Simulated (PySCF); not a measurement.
C3H11NSi2, SMILES [SiH3][C@@H]1CCN1[SiH3].

Geometry optimised at PBE-D3(BJ)/def2-SVP. The structure was generated by enumeration; whether it is a known compound was not checked.

Level of theory: PBE-D3(BJ)/def2-SVP (PySCF).

Frequencies are harmonic and unscaled.

Computed vibrational spectrum:
```json
[
 {"mode": "1", "ν (cm⁻¹)": "57", "IR (km/mol)": "0.4", "moving atoms (share of kinetic energy)": "H 51 %, C 33 %, Si 14 %"},
 {"mode": "2", "ν (cm⁻¹)": "90", "IR (km/mol)": "0.7", "moving atoms (share of kinetic energy)": "H 54 %, N 22 %, Si 18 %"},
 {"mode": "3", "ν (cm⁻¹)": "112", "IR (km/mol)": "0.8", "moving atoms (share of kinetic energy)": "H 73 %, C 14 %, N 9 %"},
 {"mode": "4", "ν (cm⁻¹)": "126", "IR (km/mol)": "0.4", "moving atoms (share of kinetic energy)": "H 59 %, Si 32 %"},
 {"mode": "5", "ν (cm⁻¹)": "166", "IR (km/mol)": "0.6", "moving atoms (share of kinetic energy)": "H 52 %, N 19 %, Si 16 %, C 13 %"},
 {"mode": "6", "ν (cm⁻¹)": "229", "IR (km/mol)": "0.4", "moving atoms (share of kinetic energy)": "H 39 %, C 35 %, N 20 %"},
 {"mode": "7", "ν (cm⁻¹)": "263", "IR (km/mol)": "3.3", "moving atoms (share of kinetic energy)": "H 36 %, C 25 %, Si 24 %, N 16 %"},
 {"mode": "8", "ν (cm⁻¹)": "473", "IR (km/mol)": "2.9", "moving atoms (share of kinetic energy)": "Si 40 %, C 29 %, H 27 %"},
 {"mode": "9", "ν (cm⁻¹)": "511", "IR (km/mol)": "6.3", "moving atoms (share of kinetic energy)": "H 50 %, Si 30 %, C 17 %"},
 {"mode": "10", "ν (cm⁻¹)": "611", "IR (km/mol)": "31.7", "moving atoms (share of kinetic energy)": "H 70 %, C 14 %, Si 13 %"},
 {"mode": "11", "ν (cm⁻¹)": "659", "IR (km/mol)": "50.4", "moving atoms (share of kinetic energy)": "H 83 %, Si 10 %"},
 {"mode": "12", "ν (cm⁻¹)": "678", "IR (km/mol)": "19.0", "moving atoms (share of kinetic energy)": "H 74 %, Si 13 %, C 12 %"},
 {"mode": "13", "ν (cm⁻¹)": "691", "IR (km/mol)": "26.8", "moving atoms (share of kinetic energy)": "H 57 %, C 28 %, Si 12 %"},
 {"mode": "14", "ν (cm⁻¹)": "777", "IR (km/mol)": "1.0", "moving atoms (share of kinetic energy)": "H 81 %, C 16 %"},
 {"mode": "15", "ν (cm⁻¹)": "854", "IR (km/mol)": "32.3", "moving atoms (share of kinetic energy)": "H 51 %, C 43 %"},
 {"mode": "16", "ν (cm⁻¹)": "873", "IR (km/mol)": "65.3", "moving atoms (share of kinetic energy)": "H 68 %, C 22 %"},
 {"mode": "17", "ν (cm⁻¹)": "878", "IR (km/mol)": "224.6", "moving atoms (share of kinetic energy)": "H 88 %, Si 9 %"},
 {"mode": "18", "ν (cm⁻¹)": "904", "IR (km/mol)": "16.6", "moving atoms (share of kinetic energy)": "H 95 %"},
 {"mode": "19", "ν (cm⁻¹)": "910", "IR (km/mol)": "30.1", "moving atoms (share of kinetic energy)": "H 95 %"},
 {"mode": "20", "ν (cm⁻¹)": "928", "IR (km/mol)": "78.6", "moving atoms (share of kinetic energy)": "H 95 %"},
 {"mode": "21", "ν (cm⁻¹)": "936", "IR (km/mol)": "205.2", "moving atoms (share of kinetic energy)": "H 90 %, Si 8 %"},
 {"mode": "22", "ν (cm⁻¹)": "940", "IR (km/mol)": "24.8", "moving atoms (share of kinetic energy)": "H 59 %, C 38 %"},
 {"mode": "23", "ν (cm⁻¹)": "963", "IR (km/mol)": "15.9", "moving atoms (share of kinetic energy)": "H 49 %, C 46 %"},
 {"mode": "24", "ν (cm⁻¹)": "1020", "IR (km/mol)": "7.6", "moving atoms (share of kinetic energy)": "C 61 %, H 34 %"},
 {"mode": "25", "ν (cm⁻¹)": "1084", "IR (km/mol)": "73.9", "moving atoms (share of kinetic energy)": "N 48 %, C 41 %, H 10 %"},
 {"mode": "26", "ν (cm⁻¹)": "1113", "IR (km/mol)": "2.4", "moving atoms (share of kinetic energy)": "H 76 %, C 17 %"},
 {"mode": "27", "ν (cm⁻¹)": "1148", "IR (km/mol)": "90.1", "moving atoms (share of kinetic energy)": "N 55 %, H 22 %, C 19 %"},
 {"mode": "28", "ν (cm⁻¹)": "1164", "IR (km/mol)": "16.8", "moving atoms (share of kinetic energy)": "H 70 %, C 22 %"},
 {"mode": "29", "ν (cm⁻¹)": "1195", "IR (km/mol)": "2.5", "moving atoms (share of kinetic energy)": "H 76 %, C 23 %"},
 {"mode": "30", "ν (cm⁻¹)": "1220", "IR (km/mol)": "14.3", "moving atoms (share of kinetic energy)": "H 73 %, C 21 %"},
 {"mode": "31", "ν (cm⁻¹)": "1228", "IR (km/mol)": "7.6", "moving atoms (share of kinetic energy)": "H 69 %, C 31 %"},
 {"mode": "32", "ν (cm⁻¹)": "1280", "IR (km/mol)": "9.1", "moving atoms (share of kinetic energy)": "H 65 %, C 32 %"},
 {"mode": "33", "ν (cm⁻¹)": "1413", "IR (km/mol)": "1.9", "moving atoms (share of kinetic energy)": "H 91 %, C 9 %"},
 {"mode": "34", "ν (cm⁻¹)": "1452", "IR (km/mol)": "4.4", "moving atoms (share of kinetic energy)": "H 90 %, C 10 %"},
 {"mode": "35", "ν (cm⁻¹)": "2090", "IR (km/mol)": "183.7", "moving atoms (share of kinetic energy)": "H 97 %"},
 {"mode": "36", "ν (cm⁻¹)": "2144", "IR (km/mol)": "113.0", "moving atoms (share of kinetic energy)": "H 98 %"},
 {"mode": "37", "ν (cm⁻¹)": "2163", "IR (km/mol)": "3.6", "moving atoms (share of kinetic energy)": "H 97 %"},
 {"mode": "38", "ν (cm⁻¹)": "2166", "IR (km/mol)": "152.2", "moving atoms (share of kinetic energy)": "H 97 %"},
 {"mode": "39", "ν (cm⁻¹)": "2170", "IR (km/mol)": "59.8", "moving atoms (share of kinetic energy)": "H 96 %"},
 {"mode": "40", "ν (cm⁻¹)": "2179", "IR (km/mol)": "133.7", "moving atoms (share of kinetic energy)": "H 96 %"},
 {"mode": "41", "ν (cm⁻¹)": "2892", "IR (km/mol)": "50.5", "moving atoms (share of kinetic energy)": "H 92 %"},
 {"mode": "42", "ν (cm⁻¹)": "2908", "IR (km/mol)": "83.6", "moving atoms (share of kinetic energy)": "H 94 %"},
 {"mode": "43", "ν (cm⁻¹)": "2977", "IR (km/mol)": "34.2", "moving atoms (share of kinetic energy)": "H 91 %, C 9 %"},
 {"mode": "44", "ν (cm⁻¹)": "3010", "IR (km/mol)": "24.3", "moving atoms (share of kinetic energy)": "H 94 %"},
 {"mode": "45", "ν (cm⁻¹)": "3077", "IR (km/mol)": "12.2", "moving atoms (share of kinetic energy)": "H 90 %, C 10 %"}
]
```
